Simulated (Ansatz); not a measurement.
Ansatz (an electronic-structure program) input file for Sb(OH)2(TeH) (H3O2SbTe), SMILES [OH][Sb]([OH])[TeH], PBE/def2-SVPD. Coordinates come from a PBE-D3(BJ)/def2-SVP optimisation. The structure was generated by enumeration; whether it is a known compound was not checked. The def2 effective core potentials stand for the cores of Sb, Te; spin–orbit coupling is left out. One conformer was computed; it need not be the lowest.

Ansatz 0.2 input:
```yaml
crystal:
  periodic: [false, false, false]
  atoms:
    - {symbol: Sb, position_ang: [-0.80433316, 0.34640263, 0.87599552]}
    - {symbol: O, position_ang: [-2.26653327, -0.48240258, -0.23509292]}
    - {symbol: H, position_ang: [-2.09643750, -0.32932752, -1.18707454]}
    - {symbol: O, position_ang: [-0.71545747, 2.22270442, 0.15090631]}
    - {symbol: H, position_ang: [-0.36653037, 2.19556292, -0.76456777]}
    - {symbol: Te, position_ang: [1.25119685, -0.65437398, -0.80329980]}
    - {symbol: H, position_ang: [2.27764858, 0.57226254, -0.27904614]}
basis:
  gaussian:
    orbitals: def2-SVPD
hamiltonian:
  xc: {name: PBE}
```

It prints:

```
WARN ansatz: RAYON_NUM_THREADS=1 ignored (pool sized by the plan → 1); use --threads N
Functional definition: PBE
integrals: 0.08 GiB planned
1306 factors; their error is unknown
mean field: 0.48 GiB planned
mean field evaluation 1: about -17953.5550 eV, gradient 8.7e1 eV
mean field evaluation 2: about -17730.3971 eV, gradient 2.5e2 eV
mean field evaluation 4: about -17963.6112 eV, gradient 3.2e1 eV
mean field evaluation 8: about -17967.9046 eV, gradient 8.3e-1 eV
mean field evaluation 16: about -17967.8791 eV, gradient 1.3e-4 eV
mean field -17967.87905109 eV, -660.3073760618 hartree, gradient 4.7e-5 eV, S^2 0.000000; 0 other end points of the search recorded, 0 dependent functions left out
reference -17967.87911429 eV, -660.3073783843 hartree; 33, 33 occupied and 104, 104 virtual orbitals, 1306 factors
Total energy: -17967.87911429 eV, -660.3073783843 hartree
```

The run converged.

Cost: very roughly 3 core-seconds.
